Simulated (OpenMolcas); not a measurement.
# N I: thermal populations, Slater's ratio, worked from levels

- Program: OpenMolcas
- Basis: ANO-R1 [3s2p1d]
- Scalar Hamiltonian: X2C, finite nucleus
- Active space: 5 electrons in 4 orbitals (2s 2p)
- State averaging: 2S+1 = 4 odd, 1 root; 2S+1 = 2 odd, 8 roots; 2S+1 = 4 even, 3 roots
- Spin-orbit coupling: RASSI with atomic mean-field integrals over the reference wave functions, term energies averaged over their components

Methods: CASSCF; SS-CASPT2, IPEA 0.25 Eh, imaginary shift 0.1 Eh (closed shells correlated: 1s). Measured levels: NIST Handbook of Basic Atomic Spectroscopic Data.

**Thermal populations.** Z = Σ (2J + 1) exp(-E/kT) with k = 0.695035 cm-1/K, over the levels below. No other level of either list lies under 83200 cm-1, which is above 7 kT at each temperature.

```json
{"Level": "2s² 2p³ ⁴S°_3/2", "2J + 1": "4", "SS-CASPT2": "0.0", "measured": "0.0"}
{"Level": "2s² 2p³ ²D°_3/2", "2J + 1": "4", "SS-CASPT2": "21330", "measured": "19233"}
{"Level": "2s² 2p³ ²D°_5/2", "2J + 1": "6", "SS-CASPT2": "21340", "measured": "19224"}
{"Level": "2s² 2p³ ²P°_3/2", "2J + 1": "4", "SS-CASPT2": "30730", "measured": "28839"}
{"Level": "2s² 2p³ ²P°_1/2", "2J + 1": "2", "SS-CASPT2": "30740", "measured": "28839"}
```

```json
{"T (K)": "8000", "Z, SS-CASPT2": "4.239", "Z, measured levels": "4.348", "Ground level (%), SS-CASPT2": "94.4", "Ground level (%), measured levels": "92.0"}
{"T (K)": "12000", "Z, SS-CASPT2": "4.925", "Z, measured levels": "5.186", "Ground level (%), SS-CASPT2": "81.2", "Ground level (%), measured levels": "77.1"}
```

At 12000 K, kT = 8340 cm-1, and the computed levels give Z = 4.000 + 0.310 + 0.464 + 0.100 + 0.050 = 4.925.

**Slater's ratio.** With one set of orbitals, p3 has ²D° - ⁴S° = 9 F2 and ²P° - ²D° = 6 F2 (F2 = F²/25), a ratio of 2/3. Term energies are centres of gravity, weighted by 2J + 1.

| Source | ²D° - ⁴S° | ²P° - ⁴S° | F2 from the first | Ratio |
| --- | --- | --- | --- | --- |
| CASSCF | 23152 | 30438 | 2572 | 0.315 |
| SS-CASPT2 | 21335 | 30734 | 2371 | 0.441 |
| measured | 19228 | 28839 | 2136 | 0.500 |

Energies in cm-1. A ratio away from 2/3 shows effects beyond one configuration with one set of orbitals, and in heavier atoms second-order spin-orbit shifts. In CASSCF the valence s occupation is 1.93 in ²P° against 2.00 in ²D°: mixing out of s² acts most on ²P° and pulls it down.

Term energies are means over components that CASPT2 splits; among the terms shown or strongly mixed into the levels shown the widest spread is 160 cm-1 (2s² 2p³ ²D°, SS-CASPT2). Without dynamic correlation excited terms often stand tens of per cent too high (terms of higher spin than the ground term too low), and those without a measured partner can miss by more than the paired ones (holds for CASSCF). Computed and measured levels are paired by configuration, term and J; levels that our copy of the source lacks, or whose pairing is in doubt (as where it misses far off the trend of its configuration), stay unpaired and out of the deviations. Levels of configurations outside the active space are missing.

° marks odd parity.
